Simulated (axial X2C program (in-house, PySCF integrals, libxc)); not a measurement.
# NaBr: computed against measured constants

Calculated with an in-house all-electron X2C program for linear molecules (integrals from PySCF). Spin-free means the one-electron spin-free X2C Hamiltonian; two-component (2c) means X2C with spin–orbit coupling and atomic mean-field two-electron Coulomb and Gaunt terms, so the difference of the two also holds small scalar two-electron terms. Basis: Br dyall-cv3z [8s9p6d4f1g], Na dyall-cv3z [9s8p5d2f] (cores contracted in-house); Gaussian nuclei, density fitting, unrestricted open shells. Masses: Br 78.918 u, Na 22.990 u.

```tsv
Hamiltonian	level	Re (Å)	ωe (cm⁻¹)	De (eV)
spin-free	PBE0	2.503	298.0	3.67
spin-free	HF	2.534	293.2	2.75
spin-free	MP2	2.535	291.2	3.76
spin-free	CCSD	2.534	292.0	3.63
spin-free	CCSD(T)	2.535	291.3	3.69
spin-free	B3LYP	2.512	294.4	3.62
2c	PBE0	2.504	297.6	3.57
2c	HF	2.535	292.9	2.59
2c	MP2	2.536	291.0	3.62
2c	CCSD	2.534	291.8	3.49
2c	CCSD(T)	2.536	291.1	3.55
2c	B3LYP	2.513	293.9	3.47
```

De refers to Br + Na.

Correlated methods: 8 electrons correlated (number of frozen shells: Br 3 s, 2 p, 1 d; Na 2 s, 1 p), 234 virtual spin orbitals or spinors in MP2, 72 natural virtuals in coupled cluster.

Measured (Huber and Herzberg, Constants of Diatomic Molecules, 1979; state 1Σ+): Re (Å) 2.50204, ωe (cm⁻¹) 302.1.

**Question.** Work out the error of each level, computed minus measured.

**Answer.** 

| Hamiltonian | level | Re (Å) | ωe (cm⁻¹) |
| --- | --- | --- | --- |
| spin-free | PBE0 | 0.001 | -4.1 |
| spin-free | HF | 0.032 | -8.9 |
| spin-free | MP2 | 0.033 | -10.9 |
| spin-free | CCSD | 0.032 | -10.1 |
| spin-free | CCSD(T) | 0.033 | -10.8 |
| spin-free | B3LYP | 0.010 | -7.7 |
| 2c | PBE0 | 0.002 | -4.5 |
| 2c | HF | 0.033 | -9.2 |
| 2c | MP2 | 0.034 | -11.1 |
| 2c | CCSD | 0.032 | -10.3 |
| 2c | CCSD(T) | 0.034 | -11.0 |
| 2c | B3LYP | 0.011 | -8.2 |

Occupations by symmetry block were frozen at the best pattern of an incomplete PBE0 search. Closed shells are restricted here (equal orbitals for both partners); the stretched side of such a curve lies too high. Dissociation energies refer to the lowest single-determinant-based atoms at the same level and basis. Coupled cluster ran in a truncated set of natural virtual spinors; the MP2 energy of the rest was added. (T) has no such correction and the atoms are truncated less, which lowers De at CCSD(T) by a hundredth of an eV or more. Without a current term, density functionals place determinants with orbital angular momentum somewhat too high. With the outer-core shells frozen, correlated bond lengths of heavy atoms tend to come out a few hundredths of an ångström too long.
